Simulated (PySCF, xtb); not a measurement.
BH2, SMILES [BH2], multiplicity 2.

Geometry: ωB97X-D3(BJ)/def2-TZVPD. The isomer is the one that the SMILES or the coordinates give; other isomers of the formula were not compared.

Calculation: C-PCM-PBE0/def2-TZVPD (PySCF).

The values are the electrostatic part of the solvation free energy, E(continuum) − E(gas) at the gas-phase geometry, in a cavity of scaled van der Waals radii (PySCF's table); cavitation and dispersion terms are not included. The dipole moment in vacuum is 0.49 D.

Computed values in water (ε = 78.36), acetone (ε = 20.49), toluene (ε = 2.37):
```tsv
solvent	ε	ΔG(elec) (kcal/mol)	dipole (D)
water	78.36	-0.7	0.62
acetone	20.49	-0.7	0.62
toluene	2.37	-0.4	0.56
```

For comparison, GFN2-xTB/ALPB(water) (xtb, at the GFN2-xTB geometry, all terms of that model) gives -1.2 kcal/mol.
